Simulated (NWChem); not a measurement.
System: C3H5FSi; SMILES C(#C)C[SiH2]F

The following NWChem deck was run.

```
start job
memory heap 200 mb stack 900 mb global 1100 mb
geometry units angstroms
  C      1.836126     1.813191     0.548514
  C      1.457457     0.688224     0.394665
  C      0.976807    -0.661246     0.210114
  Si    -0.928490    -0.742018     0.191094
  F     -1.434360     0.022788    -1.132457
  H      2.185424     2.793199     0.678778
  H      1.374822    -1.288903     1.010563
  H      1.373324    -1.046410    -0.733556
  H     -1.381301    -2.115679     0.020856
  H     -1.531011    -0.023556     1.301339
end
basis spherical
  * library def2-svp
end
dft
  xc pbe0
  iterations 150
end
driver
  maxiter 120
end
task dft optimize
task dft freq
```

Output (shortened):

```
             Northwest Computational Chemistry Package (NWChem) 7.3.0
             --------------------------------------------------------

 C1  symmetry detected

                             Geometry "geometry" -> ""
                             -------------------------

 Output coordinates in angstroms (scale by  1.889725989 to convert to a.u.)

  No.       Tag          Charge          X              Y              Z
 ---- ---------------- ---------- -------------- -------------- --------------
    1 C                    6.0000     0.67781730    -2.51748069     0.22826783
    2 C                    6.0000    -0.04502628    -1.62185316    -0.10030326
    3 C                    6.0000    -0.90382614    -0.52532557    -0.48272031
    4 Si                  14.0000    -0.36181525     1.11715252     0.32073003
    5 F                    9.0000     1.06501016     1.51854000    -0.30829880
    6 H                    1.0000     1.30324776    -3.31302717     0.50274190
    7 H                    1.0000    -1.93021905    -0.76637551    -0.19723761
    8 H                    1.0000    -0.88263804    -0.42958372    -1.57197449
    9 H                    1.0000    -1.25604577     2.19818183    -0.07002661
   10 H                    1.0000    -0.12781206     0.99176572     1.74950007

 Effective nuclear repulsion energy (a.u.)     203.0181089415

                                Z-matrix (autoz)
                                --------

 Units are Angstrom for bonds and degrees for angles

      Type          Name      I     J     K     L     M      Value
      ----------- --------  ----- ----- ----- ----- ----- ----------
    1 Stretch                  1     2                       1.19692
    2 Stretch                  1     6                       1.04852
    3 Stretch                  2     3                       1.44435
    4 Stretch                  3     4                       1.90710
    5 Stretch                  3     7                       1.09229
    6 Stretch                  3     8                       1.09366
    7 Stretch                  4     5                       1.61016
    8 Stretch                  4     9                       1.45635
    9 Stretch                  4    10                       1.45323
   10 Bend                     1     3     4               111.46942
   11 Bend                     1     3     7               109.02034
   12 Bend                     1     3     8               108.81655
   13 Bend                     2     3     4               111.91984
   14 Bend                     2     3     7               108.78289
   15 Bend                     2     3     8               108.58084
   16 Bend                     3     4     5               107.57516
   17 Bend                     3     4     9               110.59384
   18 Bend                     3     4    10               112.68462
   19 Bend                     4     3     7               110.30475
   20 Bend                     4     3     8               109.79740
   21 Bend                     5     4     9               104.72903
   22 Bend                     5     4    10               105.24266
   23 Bend                     6     3     4               111.60332
   24 Bend                     6     3     7               108.99887
   25 Bend                     6     3     8               108.69712
   26 Bend                     7     3     8               107.32756
   27 Bend                     9     4    10               115.25920
   28 Torsion                  2     3     4     5          66.90403
   29 Torsion                  2     3     4     9        -179.27254
   30 Torsion                  2     3     4    10         -48.64601
   31 Torsion                  1     2     4     3        -179.99310
   32 Torsion                  5     4     3     7        -171.83344
   33 Torsion                  5     4     3     8         -53.75321
   34 Torsion                  3     4     1     6         179.55485
   35 Torsion                  5     4     3     6          66.84334
   36 Torsion                  6     3     4     9        -179.33323
   37 Torsion                  6     3     4    10         -48.70670
   38 Torsion                  3     7     1     6        -178.44488
   39 Torsion                  3     8     1     6         179.11219
   40 Torsion                  1     2     7     3         178.28143
   41 Torsion                  7     3     4     9         -58.01001
   42 Torsion                  7     3     4    10          72.61652
   43 Torsion                  1     2     8     3        -178.28237
   44 Torsion                  8     3     4     9          60.07022
   45 Torsion                  8     3     4    10        -169.30325

                           NWChem Geometry Optimization
                           ----------------------------

 maximum gradient threshold         (gmax) =   0.000450
 rms gradient threshold             (grms) =   0.000300
 maximum cartesian step threshold   (xmax) =   0.001800
 rms cartesian step threshold       (xrms) =   0.001200
 fixed trust radius                (trust) =   0.300000
 source of zmatrix                         =   autoz

          -------------------
          Energy Minimization
          -------------------

 Using diagonal initial Hessian
 Scaling for Hessian diagonals: bonds = 1.00  angles = 0.25  torsions = 0.10

          --------
          Step   0

                                 NWChem DFT Module
                                 -----------------

[...]

      ----------------------
      Optimization converged
      ----------------------

  Step       Energy      Delta E   Gmax     Grms     Xrms     Xmax
  ---- ---------------- -------- -------- -------- -------- --------
@    9    -506.02743300 -4.8D-08  0.00003  0.00001  0.00046  0.00116
                                     ok       ok       ok       ok

                                Z-matrix (autoz)
                                --------

 Units are Angstrom for bonds and degrees for angles

[...]

 Rotational Constants
 --------------------
 A=   0.267737 cm-1  (  0.385206 K)
 B=   0.075172 cm-1  (  0.108153 K)
 C=   0.065020 cm-1  (  0.093547 K)

 Temperature                      =   298.15K
 frequency scaling parameter      =   1.0000

 Zero-Point correction to Energy  =   41.866 kcal/mol  (  0.066718 au)
 Thermal correction to Energy     =   45.891 kcal/mol  (  0.073131 au)
 Thermal correction to Enthalpy   =   46.483 kcal/mol  (  0.074075 au)

 Total Entropy                    =   79.635 cal/mol-K
   - Translational                =   39.320 cal/mol-K (mol. weight =  88.0145)
   - Rotational                   =   26.602 cal/mol-K (symmetry #  =        1)
   - Vibrational                  =   13.713 cal/mol-K

 Cv (constant volume heat capacity) =   22.065 cal/mol-K
   - Translational                  =    2.979 cal/mol-K
   - Rotational                     =    2.979 cal/mol-K
   - Vibrational                    =   16.107 cal/mol-K

[normal modes left out]

 ----------------------------------------------------------------------------
 Normal Eigenvalue ||           Projected Infra Red Intensities
  Mode   [cm**-1]  || [atomic units] [(debye/angs)**2] [(KM/mol)] [arbitrary]
 ------ ---------- || -------------- ----------------- ---------- -----------
    1       -0.000 ||    0.000237           0.005         0.231       0.066
    2       -0.000 ||    0.000190           0.004         0.185       0.053
    3        0.000 ||    0.000039           0.001         0.038       0.011
    4        0.000 ||    0.000926           0.021         0.903       0.257
    5        0.000 ||    0.000029           0.001         0.028       0.008
    6        0.000 ||    0.000956           0.022         0.932       0.265
    7       64.587 ||    0.000972           0.022         0.948       0.269
    8      125.967 ||    0.000584           0.013         0.569       0.162
    9      235.511 ||    0.005390           0.124         5.254       1.493
   10      347.622 ||    0.010558           0.244        10.293       2.925
   11      437.718 ||    0.023729           0.547        23.132       6.573
   12      573.303 ||    0.038123           0.880        37.164      10.560
   13      665.395 ||    0.006097           0.141         5.944       1.689
   14      679.077 ||    0.047529           1.097        46.334      13.165
   15      706.667 ||    0.039772           0.918        38.772      11.016
   16      734.520 ||    0.044208           1.020        43.096      12.245
   17      787.552 ||    0.017190           0.397        16.758       4.761
   18      871.796 ||    0.021257           0.490        20.722       5.888
   19      938.792 ||    0.229510           5.295       223.738      63.572
   20      972.221 ||    0.186294           4.298       181.608      51.601
   21      992.434 ||    0.003389           0.078         3.304       0.939
   22     1148.348 ||    0.009012           0.208         8.785       2.496
   23     1195.311 ||    0.029643           0.684        28.898       8.211
   24     1397.392 ||    0.009796           0.226         9.549       2.713
   25     2245.222 ||    0.024731           0.571        24.109       6.850
   26     2254.671 ||    0.131490           3.034       128.183      36.421
   27     2277.229 ||    0.108806           2.510       106.069      30.138
   28     3049.048 ||    0.007015           0.162         6.838       1.943
   29     3107.771 ||    0.000036           0.001         0.035       0.010
   30     3491.828 ||    0.085571           1.974        83.419      23.702
 ----------------------------------------------------------------------------
```

Level: PBE0/def2-SVP.
